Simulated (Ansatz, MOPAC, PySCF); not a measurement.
Molecule: H$_{3}$BNO$_{2}$, net charge 0, doublet state. SMILES: [NH]B(O)O
Geometry: optimised at B3LYP-D3(BJ)/def2-TZVP (Ansatz, a quantum-chemistry and plane-wave program).

Unscaled harmonic wavenumbers (cm⁻¹) in rising order, each level at the stationary point that it reaches from this structure (no distance between atoms moves by over 0.3 Å); the order of modes can differ between levels, and a negative number is imaginary. B3LYP-D3(BJ)/def2-TZVP (PySCF, at the structure above): 95, 346, 415, 450, 455, 576, 842, 862, 930, 1003, 1374, 1408, 3491, 3839, 3845.

PM3 (MOPAC): 267, 349, 384, 431, 463, 498, 800, 881, 1020, 1032, 1342, 1392, 3540, 3910, 3910. Zero-point energy 28.9 against 28.5 kcal/mol; where all levels lie over 400 cm⁻¹, the wavenumbers are on average 1.000 times those of B3LYP-D3(BJ)/def2-TZVP.

PM7 (MOPAC): 242, 306, 341, 380, 419, 487, 557, 774, 810, 949, 1199, 1383, 2751, 2776, 2812. Zero-point energy 23.1 against 28.5 kcal/mol; where all levels lie over 400 cm⁻¹, the wavenumbers are on average 0.840 times those of B3LYP-D3(BJ)/def2-TZVP.

HF/3-21G (Ansatz): 185, 337, 452, 460, 471, 599, 843, 907, 950, 1043, 1492, 1547, 3611, 3946, 3951. Zero-point energy 29.7 against 28.5 kcal/mol; where all levels lie over 400 cm⁻¹, the wavenumbers are on average 1.042 times those of B3LYP-D3(BJ)/def2-TZVP.

B3LYP/6-31G* (Ansatz): -114, 336, 409, 453, 462, 571, 846, 879, 941, 1034, 1397, 1426, 3469, 3784, 3790. Zero-point energy 28.3 against 28.5 kcal/mol; where all levels lie over 400 cm⁻¹, the wavenumbers are on average 1.006 times those of B3LYP-D3(BJ)/def2-TZVP. This level finds the structure a saddle point. The zero-point energy leaves imaginary modes out.
